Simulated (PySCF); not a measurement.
C4H13NSi, SMILES C(N(C)[SiH2]C)C (GFN2-xTB optimised geometry):

```
19

Si     0.796    -1.299     0.000
C      2.690    -1.299     0.000
N      0.225     0.325     0.000
C      1.025     1.431     0.473
C     -1.184     0.650     0.049
C     -2.077    -0.358    -0.653
H      0.350    -2.095     1.164
H      0.332    -1.951    -1.231
H      3.104    -0.946     0.939
H      3.098    -0.689    -0.800
H      3.048    -2.312    -0.150
H      0.776     1.699     1.508
H      0.847     2.312    -0.153
H      2.079     1.180     0.424
H     -1.319     1.631    -0.427
H     -1.511     0.752     1.097
H     -1.762    -0.485    -1.685
H     -2.038    -1.322    -0.157
H     -3.104     0.000    -0.642
```

Calculation: CAM-B3LYP/def2-SVP run with PySCF 2.14.0.

Task: What are the frontier orbital energies and the dipole moment?

Result: HOMO-2 -10.54 eV, HOMO-1 -10.18 eV, HOMO -7.41 eV, LUMO 2.53 eV, LUMO+1 2.66 eV; dipole moment 0.77 D.

On the same geometry PBE/def2-SVP (PySCF) gives HOMO-2 -7.70 eV, HOMO-1 -7.45 eV, HOMO -4.70 eV, LUMO 0.70 eV, LUMO+1 0.87 eV; dipole moment 0.77 D.

Meta-Löwdin charges at CAM-B3LYP/def2-SVP: Si1 0.76, C2 -0.54, N3 -0.45, C4 -0.17, C5 -0.05, C6 -0.29, H7 -0.16, H8 -0.14, H9 0.11, H10 0.11, H11 0.11, H12 0.07, H13 0.09, H14 0.10, H15 0.08, H16 0.07, H17 0.10, H18 0.10, H19 0.10.
